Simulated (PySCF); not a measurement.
This PySCF input asks for the NMR shieldings of SMILES C=CC/P=P/CCCO, C6H12OP2; the geometry comes from GFN2-xTB.

```python
import basis_set_exchange as bse
import numpy as np
from pyscf import gto, dft
from pyscf.prop import nmr

atoms = """
C     4.156315   -0.360309    0.715945
C     3.411828   -0.097073   -0.343951
C     2.659375    1.167000   -0.542480
P     0.792512    1.008002   -0.408433
P     0.637297   -0.897219    0.276560
C    -1.213703   -1.097652    0.431506
C    -2.093658    0.077455    0.039847
C    -3.576994   -0.245682    0.235508
O    -4.420665    0.783587   -0.219146
H     4.273996    0.351943    1.516496
H     4.679599   -1.294164    0.825989
H     3.308118   -0.827928   -1.136264
H     2.960991    1.922639    0.189352
H     2.850453    1.578260   -1.539414
H    -1.400854   -1.376528    1.474799
H    -1.473394   -1.974513   -0.171722
H    -1.830338    0.952233    0.643624
H    -1.924482    0.334965   -1.008963
H    -3.772156   -0.464990    1.296670
H    -3.851067   -1.125274   -0.352045
H    -4.182095    1.602191    0.230354
"""
names = dict.fromkeys(["C", "P", "O", "H"], "pcSseg-1")
basis = {el: gto.basis.parse(bse.get_basis(n, elements=[el], fmt="nwchem")) for el, n in names.items()}
mol = gto.M(atom=atoms, basis=basis, charge=0, verbose=0)
mf = dft.RKS(mol, xc="PBE0")
mf.grids.level = 2
mf.grids.alignment = dft.numint.BLKSIZE   # the property module wants whole blocks of grid points
mf.conv_tol = 1e-9
mf.kernel()

calc = nmr.RKS(mf)   # GIAO
C = mf.mo_coeff
Co = C[:, mf.mo_occ > 0]
resp = mf.gen_response(singlet=True, hermi=2)
def vind(x):   # induced exchange potential for any number of trial vectors
    d = np.einsum("pi,xij,qj->xpq", C, 2 * x.reshape(-1, C.shape[1], Co.shape[1]), Co, optimize=True)
    return np.einsum("xpq,pi,qj->xij", resp(d - d.transpose(0, 2, 1)), C, Co, optimize=True).ravel()
mo1, _ = nmr.rhf.solve_mo1(calc, with_cphf=vind)
sigma = calc.kernel(mo1)
for i, s in enumerate(sigma):   # ppm
    print("%2d %-2s %9.2f" % (i, mol.atom_pure_symbol(i), np.trace(s) / 3))
```

Problem. What are the results?

Solution. 
```
 0 C      64.04
 1 C      40.60
 2 C     137.75
 3 P    -339.37
 4 P    -359.98
 5 C     147.16
 6 C     143.58
 7 C     116.32
 8 O     291.67
 9 H      26.37
10 H      26.16
11 H      25.31
12 H      28.16
13 H      27.81
14 H      29.11
15 H      29.04
16 H      29.40
17 H      29.04
18 H      27.59
19 H      27.82
20 H      31.46
```

These numbers come from an equivalent density-fitted implementation of the same equations, which agrees with the script to about 0.01 ppm for H and up to a few tenths of a ppm for heavy atoms, so last digits may differ.

Problem. Turn these shieldings into chemical shifts. Scale: 13C (σ = 186.93 ppm), 1H (σ = 31.72 ppm) vs TMS; 31P (σ = 318.38 ppm) vs H3PO4; 17O (σ = 336.08 ppm) against H2O (reference shieldings calculated alike).

Solution. Averaging equivalent atoms: C 1: 146.3; C 0: 122.9; C 7: 70.6; C 2: 49.2; C 6: 43.3; C 5: 39.8; P 4: 678.4; P 3: 657.7; O 8: 44.4; H 11: 6.41; H 10: 5.55; H 9: 5.34; H 18/19: 4.01; H 12/13: 3.73; H 14/15: 2.64; H 16/17: 2.49; H 20: 0.26 ppm. Experimental scales use liquid or dissolved standards, which lie at an offset from isolated H2O (liquid H2O: subtract about 36 ppm) and H3PO4.

Size and cost of the density-fitted run: 227 basis functions, 57 s wall time on 1 thread of an Arm Neoverse V2, shared host; peak memory 1 GiB.
